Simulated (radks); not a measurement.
The numbers below are computed, except where a source is named.
Problem. The table gives one normalised radial function P(r) = r R(r) of Se+ in [Ar] 3d10 4s1.75 4p3 4f0.25 (r in bohr). Level of theory: scalar-relativistic Kohn-Sham, PBEsol, spin-polarised, spherical densities, finite nucleus; open shells are filled with parallel spins first; Fermi nuclear charge, rms radius 4.14 fm (a radial shooting solver on a logarithmic mesh with Libxc functionals).

| r | P |
|---|---|
| 0.003281 | 0.0053 |
| 0.004555 | 0.0097 |
| 0.006273 | 0.0175 |
| 0.008639 | 0.0312 |
| 0.0119 | 0.0549 |
| 0.01638 | 0.0949 |
| 0.02256 | 0.1599 |
| 0.03132 | 0.2622 |
| 0.04313 | 0.4019 |
| 0.0594 | 0.5691 |
| 0.0818 | 0.7171 |
| 0.1126 | 0.7489 |
| 0.1551 | 0.5363 |
| 0.2136 | 0.0081 |
| 0.2966 | -0.7325 |
| 0.4084 | -1.2975 |
| 0.5624 | -1.3755 |
| 0.7745 | -0.9888 |
| 1.067 | -0.4789 |
| 1.469 | -0.1464 |
| 2.039 | -0.0238 |
| 2.808 | -0.0019 |
| 3.867 | -0.0001 |
| 5.325 | 0.0000 |
| 7.334 | 0.0000 |
| 10.1 | 0.0000 |
| 14.02 | 0.0000 |
| 19.31 | 0.0000 |
| 26.59 | 0.0000 |
| 36.62 | 0.0000 |

Which n and l does it have? It may be an empty orbital.

Solution. n = 3, l = 1: the number of nodes gives n - l - 1 = 1, the rise at small r (about r^(l+1)) gives l, and the extent must fit the shell. The curve is that of 3p down; the table hardly tells the two spins apart. 3p down: eigenvalue -165.45 eV, 1 radial node at r = 0.214 bohr, <r> = 0.589 bohr, 90 % of the charge inside 0.902 bohr.
